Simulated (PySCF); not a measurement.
A structure optimised at PBE-D3(BJ)/def2-SVP, used in a PySCF frequency run:

```xyz
14

C     -1.5548    -0.8976    -0.9006
Si     0.0000     0.0000    -0.3370
C      0.0000     1.7953    -0.9006
C      1.5548    -0.8976    -0.9006
Cl     0.0000     0.0000     1.7714
H     -1.6053    -0.9268    -2.0092
H     -1.5676    -1.9409    -0.5262
H     -2.4646    -0.3871    -0.5262
H      0.8971     2.3280    -0.5262
H      0.0000     1.8537    -2.0092
H     -0.8971     2.3280    -0.5262
H      1.6053    -0.9268    -2.0092
H      1.5676    -1.9409    -0.5262
H      2.4646    -0.3871    -0.5262
```

Question: Write its SMILES, formula and point group.

Answer: C[Si](C)(C)Cl, C3H9ClSi, C3v

Question: What are its rotational constants (standard atomic weights)?

Answer: 3.0784, 2.1201, 2.1201 GHz
